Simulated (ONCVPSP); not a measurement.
## Scattering properties, ONCV potential for S (Z = 16)

| Property | Result |
| --- | --- |
| Element | S (Z = 16) |
| Generator | ONCVPSP 4.0.1 |
| Type | optimised norm-conserving Vanderbilt (ONCV) |
| Functional | LDA (Perdew-Wang 92) |
| Relativity | scalar-relativistic |
| Frozen core | [Ne] |
| Valence charge | 6 |
| Reference configuration | 3s2 3p4 |
| Partial waves | 3s: rc 1.35 bohr, ncon 4, nbas 8, qcut 4.2 1/bohr, 2 projectors, debl 2.6 Ha; 3p: rc 1.10 bohr, ncon 3, nbas 7, qcut 7.2 1/bohr, 2 projectors, debl 0.7 Ha; d scattering state at 0.02 Ha: rc 1.35 bohr, ncon 4, nbas 8, qcut 6.5 1/bohr, 3 projectors, debl 2.9 Ha |
| Local potential | polynomial inside 1.00 bohr (lpopt 2, dvloc0 4 Ha) |
| Core correction | Teter function, fcfact 5.25, rcfact 1.35 |

The phase is arctan(r·R′/R) of the radial function R(r), unwrapped; energies in Ha, scanned from -2 to 5 Ha. A pole is an energy at which the radial function vanishes at the test radius. The pseudo phase is shifted by a multiple of π to meet the all-electron one at the reference energy, and phase errors are pseudo minus all-electron; the curves can meet again beyond the range given. Levels narrower than the energy grid can be missing from the lists of poles.

```
channel  radius (bohr)  reference energy (Ha)  poles, all-electron  poles, pseudo  unbroken range about the reference energy with phases within 0.05 rad  phase error 1 Ha above the reference energy (rad)
      s           1.37                  -0.64                 3.38           3.37                                                        the whole range                                             -0.000
      p           1.12                  -0.26                 none           none                                                        the whole range                                             -0.001
      d           1.37                   0.02                 3.49           3.49                                                        the whole range                                             -0.000
```

Note: ghosts flagged at negative energy: p at -96.2 eV; GHOST(+) flags only above 600 eV. A true bound ghost makes a file unfit for plane-wave use.

Phases in the d channel:

```csv
E (Ha),all-electron,pseudo
-1.98,1.041,1.041
-1.62,0.971,0.971
-1.26,0.875,0.875
-0.90,0.738,0.738
-0.54,0.535,0.535
-0.18,0.234,0.234
0.18,-0.164,-0.164
0.54,-0.565,-0.565
0.90,-0.873,-0.873
1.26,-1.083,-1.083
1.62,-1.226,-1.226
1.98,-1.328,-1.328
2.34,-1.405,-1.405
2.70,-1.466,-1.466
3.06,-1.518,-1.518
3.42,-1.563,-1.563
3.78,-1.605,-1.605
4.14,-1.647,-1.647
4.50,-1.690,-1.690
4.86,-1.737,-1.737
```
